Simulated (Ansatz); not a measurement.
Mulliken charges of `C=C(Cl)O[SiH3]` from PBE/def2-TZVPP in Ansatz (PBE0-D4/def2-TZVP geometry).

| atom | x (Å) | y (Å) | z (Å) | charge (e) |
| --- | --- | --- | --- | --- |
| C1 | -1.352 | 1.317 | 0.993 | -0.258 |
| C2 | -0.309 | 0.619 | 0.573 | 0.209 |
| Cl3 | 1.263 | 0.824 | 1.301 | -0.097 |
| O4 | -0.355 | -0.277 | -0.410 | -0.250 |
| Si5 | 0.866 | -1.223 | -1.041 | 0.318 |
| H6 | -1.252 | 2.031 | 1.796 | 0.106 |
| H7 | -2.312 | 1.166 | 0.520 | 0.096 |
| H8 | 0.175 | -1.994 | -2.097 | -0.049 |
| H9 | 1.420 | -2.130 | -0.009 | -0.038 |
| H10 | 1.939 | -0.384 | -1.624 | -0.038 |

By hand: the dipole of these point charges (1 e Å = 4.8032 D).

Σ q r = (0.035, -0.090, -0.086) e Å, of length 0.129 e Å = 0.62 D.

How does the dipole of the full density compare? (Estimate.)

Ansatz gave: (0.009, -0.083, -0.088) e Å, 0.58 D; the point charges give 1.07 times that, at 12° from its direction.

Point charges leave out the atoms' own dipoles, such as those of lone pairs, and Mulliken's split depends on the basis, so the close match here is no proof of good charges.
